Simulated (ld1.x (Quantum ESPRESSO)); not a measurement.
**aluminium: excitation energies, all-electron against ultrasoft**

aluminium, ultrasoft, made with ld1.x (Quantum ESPRESSO) 7.5 (Wu–Cohen, non-relativistic). Core [Ne], reference 3s1.75 3p1.25. Waves: 3s (bound): rcut 1.55, rcutus 2.10 bohr; 3s channel at 0.75 Ry: rcut 1.55, rcutus 2.10 bohr; 3p (bound): rcut 2.70, rcutus 3.30 bohr; 3p channel at 0.65 Ry: rcut 2.70, rcutus 3.30 bohr; 3d channel at 0.1 Ry: rcut 2.15, rcutus 2.50 bohr; 3d channel at 1.1 Ry: rcut 2.15, rcutus 2.50 bohr. Local part: all-electron potential smoothed inside 1.90 bohr (lloc = -1). Core correction: a·sin(br)/r model core, default radius (core density twice the valence density). Augmentation charge: PSQ, inside the norm-conserving radii.

Energies are relative to the spin-unpolarised reference configuration 3s1.75 3p1.25; without spin polarisation the order of configurations can differ from experiment. Not all tests gave a result: test run stopped at test 4 of 7 (negative rho).

Its overlap operator is not positive definite in a basis up to 400 Ry (lowest eigenvalue p -0.05), so the file is unfit for use: the generalised eigenproblem breaks down once the basis is large enough, and its test numbers describe a broken file.

```json
{"valence configuration": "3s2 3p1", "charge": "0", "ΔE all-electron (eV)": "-1.258", "error AE − PS (meV)": "-0.2"}
{"valence configuration": "3s2 3p0", "charge": "+1", "ΔE all-electron (eV)": "4.490", "error AE − PS (meV)": "-0.3"}
{"valence configuration": "3s1 3p0", "charge": "+2", "ΔE all-electron (eV)": "23.649", "error AE − PS (meV)": "-6.3"}
```

Levels in the configuration 3s2 3p1:

```tsv
level	all-electron (eV)	pseudo (eV)
3s	-7.697	-7.696
3p	-2.687	-2.688
```

The ghost test of this file was not conclusive.
